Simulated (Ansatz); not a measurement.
Consider the isomerisation: `CC(C)=N[SiH3]` → `C[Si]N(C)C`.

Gas-phase electronic energies from Ansatz, PBE0-D4/def2-TZVP geometries. CBS: MP2 limit from def2 TZ/QZ plus the TZ coupled-cluster correction, frozen cores. DFT in def2-TZVPP. B3LYP here is the variant with VWN-RPA as its local correlation; programs differ in this. Each species was taken in one conformer, which may not be the lowest.

| level | ΔE (kJ/mol) | difference from CCSD(T)/CBS |
| --- | --- | --- |
| B3LYP-D4 | 41.3 | 2.9 |
| B2PLYP | 44.5 | 6.1 |
| PBE | 32.6 | -5.8 |
| r2SCAN | 48.9 | 10.5 |
| B3LYP | 44.5 | 6.1 |
| HF/def2-TZVPP | 74.5 | 36.1 |
| MP2/def2-TZVPP | 41.5 | 3.1 |
| SCS-MP2/def2-TZVPP | 47.2 | 8.8 |
| CCSD/def2-TZVPP | 39.3 | 0.9 |
| SCS-MP2/def2-QZVPP | 47.9 | 9.5 |
| CCSD(T)/CBS | 38.4 | 0 |

Largest T1 diagnostic among the species: 0.014.

From PBE to PBE0 (25 % exact exchange), in def2-TZVPP and without D4, ΔE moves by +3.9 kJ/mol. The D4 term adds −3.2 kJ/mol with B3LYP and −1.5 kJ/mol with PBE0; it sums over pairs of atoms, weighted by their polarisabilities, and B3LYP, whose exchange is more repulsive, gets the larger term.
